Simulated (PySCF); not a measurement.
CrNCl3: computed shieldings and shifts

CrNCl3, Cl3CrN, point group C3v.

Cartesian coordinates in Å; atom numbers follow the order of the lines, from 1:
```xyz
5

Cr    0.005   -0.002    0.043
N     0.148   -0.037    1.510
Cl    1.970    0.028   -0.714
Cl   -1.066    1.762   -0.377
Cl   -1.056   -1.751   -0.463
```

GIAO calculations in PySCF 2.14.0 with density-fitted response routines on the PBE0-D3(BJ)/def2-SVP structure: isolated species, non-relativistic, equivalent atoms averaged; basis pcSseg-1 (pcSseg-2 on Cr).

(1) Give the isotropic shieldings (ppm) with B3LYP, PBE, PBE0.

(2) And the chemical shifts, against references computed in the same way?

(3) Which part of the shielding of Cr1 depends on the functional?

Results:

(1) 
| atoms | environment | B3LYP | PBE | PBE0 |
| --- | --- | --- | --- | --- |
| Cr1 | Cr bonded to 3 Cl, N | -4028 | -3190 | -4140 |
| Cl3/Cl4/Cl5 | chlorine bonded to Cr | -163 | -98 | -122 |
| N2 | nitrogen bonded to Cr | -1039.4 | -767.3 | -1078.7 |
| HOMO–LUMO gap (eV) | – | 3.98 | 2.29 | 4.46 |

(2) 
| atoms | nucleus, reference | B3LYP | PBE | PBE0 |
| --- | --- | --- | --- | --- |
| Cr1 | 53Cr, CrO4 2- | 1186 | 826 | 1247 |
| Cl3/Cl4/Cl5 | 35Cl, HCl | 1094 | 1031 | 1065 |
| N2 | 15N, NH3 | 1302.9 | 1032.3 | 1344.4 |

(3) Diamagnetic: B3LYP 1818, PBE 1819, PBE0 1818 ppm; paramagnetic: B3LYP -5846, PBE -5009, PBE0 -5958 ppm. The diamagnetic part, set mainly by inner electrons, hardly moves; the paramagnetic part goes with low-lying magnetically allowed excitations and carries the spread.

Experimental scales use liquid or dissolved standards, which lie at an offset from isolated NH3 (liquid NH3: subtract about 20 ppm). Unscaled 15N shifts of sp2 nitrogen come out 20 to 40 ppm too high even then.
